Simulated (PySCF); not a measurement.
**Xe³⁺ (xenon, charge +3) across methods**

[Kr] 4d10 5s2 5p3, high-spin 4S determinant. Calculation: PySCF 2.14, in x2c-TZVPPall; the spin-free X2C one-electron Hamiltonian (Gaussian nucleus).

```tsv
method	E (hartree)	mean ε 5s α (eV)	mean ε 5s β (eV)	mean ε 5p α (eV)	Σ⟨r²⟩ (bohr²)	⟨S²⟩
TPSSh	-7443.79	-52.476	-48.746	-38.763	36.31	3.750
B3LYP	-7444.16	-53.169	-49.752	-39.102	36.34	3.750
r2SCAN	-7444.09	-52.209	-48.315	-38.540	36.30	3.751
wB97X-V	-7443.79	-56.512	-52.429	-41.844	36.33	3.750
PBE	-7443.65	-51.257	-48.496	-38.026	36.30	3.750
UHF	-7441.22554	-60.372	-51.557	-43.321	36.62	3.751
PBE0	-7443.74	-53.803	-49.640	-39.582	36.30	3.750
wB97X	-7444.35	-56.431	-52.704	-41.813	36.23	3.750
LDA	-7437.37	-51.411	-49.066	-38.089	36.25	3.750
```
